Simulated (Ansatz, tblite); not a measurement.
Spin states of the cluster Si₅F₃ (the lowest doublet isomer of a short search), each relaxed with B3LYP-D4/def2-SVP in Ansatz. Electronic energies in the gas phase.

The xTB rows come from tblite. B3LYP takes the VWN-RPA correlation. Correlated methods freeze 28 core orbitals. The rows differ in basis, and correlated rows in double-zeta sets carry the largest basis error. In CCSD on the charge 0 quartet the largest single amplitude is 0.20, so its Hartree–Fock determinant may place the open shell otherwise than the density functionals do. The structure comes from a short search, and lower isomers may exist.

Doublet geometry (Cs within 0.1 Å):

```xyz
8

Si    1.4683   -0.4159    0.6365
Si   -0.4909   -1.4786    1.5275
Si    0.2510    0.7970   -0.9696
Si   -1.1950    0.7243    0.8842
Si   -0.6894   -1.4115   -0.9157
F    -2.7639    1.1497    0.7469
F     0.6036    1.8739   -2.1378
F     2.8164   -1.2389    0.2281
```

Quartet geometry (Cs within 0.1 Å):

```xyz
8

Si    0.6459    1.0953    1.4494
Si   -0.9869   -0.6542    1.4575
Si    0.5636    0.4014   -0.8425
Si   -1.8163    0.2817   -0.5816
Si    0.6039   -1.8368    0.0027
F    -2.4223   -0.9166   -1.5381
F     1.3721    1.0707   -2.0942
F     2.0400    0.5584    2.1467
```

⟨S²⟩: doublet 0.79 at PBE0-D4/def2-TZVP (pure 0.75), quartet 3.77 at PBE0-D4/def2-TZVP (pure 3.75).

Run but left out: HF/6-31G, HF/def2-SVP, HF/def2-TZVP (quartet: a determinant that CCSD turns far, T1 0.047); MP2/def2-SVP, MP2/def2-TZVP (doublet: ⟨S²⟩ 1.02 to 1.03, where a pure state has 0.75).

Only these spin states were relaxed.

```
            level  quartet − doublet (kcal/mol)  lowest of these                                                                                                       remarks
 B97M-V/def2-TZVP                          47.2          doublet                                                                                                             –
   B3LYP-D4/6-31G                          24.0          doublet                                                                                                             –
PBE0-D4/def2-TZVP                          43.1          doublet                                                                                                             –
    CCSD/def2-SVP                          37.9          doublet  large T1 (0.047) (quartet), spin-contaminated (⟨S²⟩ 1.02) (doublet), spin-contaminated (⟨S²⟩ 4.00) (quartet)
 CCSD(T)/def2-SVP                          41.3          doublet  large T1 (0.047) (quartet), spin-contaminated (⟨S²⟩ 1.02) (doublet), spin-contaminated (⟨S²⟩ 4.00) (quartet)
```

(1) Estimate the rows for GFN1-xTB, GFN2-xTB, PBE-D4/def2-TZVP, r2SCAN-D4/def2-TZVP, r2SCAN0-D4/def2-TZVP.

Results:

(1) 
| level | quartet − doublet (kcal/mol) | lowest of these |
| --- | --- | --- |
| GFN1-xTB | 39.4 | doublet |
| GFN2-xTB | 12.5 | doublet |
| PBE-D4/def2-TZVP | 43.9 | doublet |
| r2SCAN-D4/def2-TZVP | 43.0 | doublet |
| r2SCAN0-D4/def2-TZVP | 41.9 | doublet |

The xTB methods have no spin-polarisation term.
